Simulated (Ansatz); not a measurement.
ZnF₂⁻. Total charge -1; doublet. Geometry PBE-D4/def2-TZVP, that of the neutral singlet; atoms count from 1.

```csv
atom,x (Å),y (Å),z (Å)
Zn1,-0.0005,0.0004,-0.0007
F2,-1.2252,-1.2332,0.1490
F3,1.2257,1.2328,-0.1483
```

The highest occupied level of the charge -1 doublet lies above zero (up to 1.50 eV). By energy differences its removal costs 0.25 eV (vertical, to the charge 0 singlet, at PBE0-D4/def2-TZVPD); a positive level beside a positive removal energy at the same level points to self-interaction error.

**Question.** Estimate the Mulliken populations from the PBE0/def2-TZVPD orbitals of Ansatz.

**Answer.** 
```tsv
atom	charge (e)	spin (α − β)	d electrons
Zn1	-0.72	1.89	9.98
F2	-0.14	-0.45	–
F3	-0.14	-0.45	–
```
Mulliken values and Mayer orders depend strongly on the basis. With diffuse functions, as here, like atoms can get unlike values, and bond orders can come out too low or too high.

**Question.** Where does the spin sit?

**Answer.** Summed by element: Zn 1.89, F -0.89, of 1 unpaired in all. Largest on single atoms: Zn1 1.89, F2 -0.45, F3 -0.45.
